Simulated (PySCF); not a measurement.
O2Pb2, SMILES [O]1[Pb]2=[Pb]1[O]2.

The structure is a stationary point at B3LYP-D3(BJ)/def2-SVP. The def2 effective core potentials stand for the cores of Pb; spin–orbit coupling is left out.

Two levels are set side by side: PBE/def2-TZVPD (PySCF) and M06-2X/def2-TZVPD (PySCF). Same geometry, gas phase. Differences are taken from unrounded values.

| quantity | M06-2X |
|---|---|
| orbital gap (eV) | 6.40 |
| highest occupied level (eV) | -7.73 |
| lowest empty level (eV) | -1.33 |
| mean polarisability (bohr³) | 84.4 |

Q: What does PBE give, and how far is it from M06-2X? (The exact figures need the calculation; the answer reports its results.)

A: 
```
quantity                       PBE  PBE minus M06-2X
---------------------------  -----  ----------------
orbital gap (eV)              2.52             -3.88
highest occupied level (eV)  -5.38              2.34
lowest empty level (eV)      -2.86             -1.53
mean polarisability (bohr³)   93.4               9.0
```

Without exact exchange PBE keeps part of each electron's self-repulsion, which lifts occupied levels and narrows the gap. Loosely held outer electrons make PBE densities more polarisable. Differences between two approximate levels are no errors against the true value.

Rough cost on one machine, each run with all the roots and properties that it gave: M06-2X against PBE about 2 times.
